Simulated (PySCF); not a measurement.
**Atomic charges by several schemes**

C7H13OS (charge +1).
Numbering: `[CH3:1][S@:2](=[O:3])[CH2:4][C+:5]1[CH2:6][CH2:7][CH2:8][CH2:9]1` (hydrogens: H10, H11, H12 on C1; H13, H14 on C4; H15, H16 on C6; H17, H18 on C7; H19, H20 on C8; H21, H22 on C9)

Cartesian coordinates in Å at the GFN2-xTB level; atoms count from 1:
```
atom  x, y, z in Å
C1     3.3103    0.9102    0.5723
S2     1.6742    1.4374   -0.0272
O3     0.8288    1.5153    1.1587
C4     1.1762   -0.3412   -0.8501
C5    -0.1988   -0.4942   -0.5524
C6    -1.3175   -0.1451   -1.4433
C7    -2.5002    0.1206   -0.5009
C8    -2.1945   -0.7535    0.7193
C9    -0.6716   -0.7259    0.7873
H10    3.8955    0.5220   -0.2541
H11    3.2078    0.1791    1.3681
H12    3.8014    1.7944    0.9726
H13    1.8412   -1.0189   -0.3259
H14    1.4310   -0.2220   -1.8976
H15   -1.5249   -1.0312   -2.0574
H16   -1.0961    0.6673   -2.1358
H17   -3.4571   -0.1174   -0.9565
H18   -2.5084    1.1730   -0.2157
H19   -2.6641   -0.3825    1.6260
H20   -2.5338   -1.7777    0.5555
H21   -0.3111    0.2302    1.2927
H22   -0.1985   -1.5204    1.3622
```

Density: PBE0/pcSseg-1 (PySCF); schemes: Mulliken, IAO, Hirshfeld and ESP-fitted. The structure is a single GFN2-xTB conformer in the gas phase; no vibrational or solvent corrections.

Do the Mulliken, IAO, Hirshfeld and ESP-fitted schemes agree on where the charge is highest?

All schemes agree: Mulliken S2 (+0.679); IAO S2 (+1.123); Hirshfeld S2 (+0.460); ESP-fitted S2 (+0.503).

At which atom do the 4 schemes differ most?

At S2: from +0.460 (Hirshfeld) to +1.123 e (IAO), 0.663 e apart.

Which atoms carry the lowest charge in the Mulliken, IAO, Hirshfeld and ESP-fitted schemes?

The schemes don't all agree: Mulliken O3 (-0.531); IAO O3 (-0.756); Hirshfeld O3 (-0.224); ESP-fitted C4 (-0.603).

Tabulate the Mulliken, IAO, Hirshfeld and ESP-fitted charges.

In e:

```
atom                 environment  Mulliken     IAO  Hirshfeld  ESP-fitted
  C1             S-methyl carbon    -0.417  -0.574     -0.101      -0.548
  S2             sulfinyl sulfur    +0.679  +1.123     +0.460      +0.503
  O3             sulfinyl oxygen    -0.531  -0.756     -0.224      -0.333
  C4  sp3 carbon bound to sulfur    -0.260  -0.399     -0.063      -0.603
  C5   formal carbocation centre    -0.259  +0.246     +0.150      +0.339
  C6             ring CH2 carbon    -0.111  -0.286     -0.045      -0.232
  C7             ring CH2 carbon    -0.226  -0.261     -0.049      +0.021
  C8             ring CH2 carbon    -0.199  -0.263     -0.050      -0.216
  C9             ring CH2 carbon    -0.170  -0.277     -0.048      -0.029
 H10             methyl hydrogen    +0.183  +0.187     +0.077      +0.220
 H11             methyl hydrogen    +0.191  +0.188     +0.076      +0.211
 H12             methyl hydrogen    +0.211  +0.206     +0.086      +0.261
 H13          methylene hydrogen    +0.216  +0.195     +0.078      +0.265
 H14          methylene hydrogen    +0.205  +0.195     +0.077      +0.258
 H15          methylene hydrogen    +0.208  +0.208     +0.091      +0.166
 H16          methylene hydrogen    +0.174  +0.181     +0.075      +0.122
 H17          methylene hydrogen    +0.165  +0.172     +0.068      +0.070
 H18          methylene hydrogen    +0.157  +0.156     +0.056      +0.059
 H19          methylene hydrogen    +0.165  +0.172     +0.068      +0.113
 H20          methylene hydrogen    +0.158  +0.158     +0.058      +0.100
 H21          methylene hydrogen    +0.269  +0.232     +0.072      +0.146
 H22          methylene hydrogen    +0.192  +0.196     +0.085      +0.107
```

Mean size of the charges over all atoms: IAO 0.301 e, Mulliken 0.243 e, ESP-fitted 0.224 e, Hirshfeld 0.098 e. Each set sums to the total charge, 1, to within 0.001 e. The Mulliken scheme counts on each atom the diagonal of the density matrix times the overlap matrix over that atom's basis functions.

How many electrons does the Mulliken scheme count on C9?

Z − q = 6 − (-0.170) = 6.170.

Sum the charges by element, for elements with more than one atom.

```tsv
element	atoms	Mulliken	IAO	Hirshfeld	ESP-fitted
C	7	-1.642	-1.814	-0.205	-1.267
H	13	+2.493	+2.446	+0.968	+2.097
```

These values come from a run that also computed NMR shieldings. Time: 59 s wall (grids of density and orbitals included). Hardware: one thread of an Arm Neoverse V1, on a shared host.
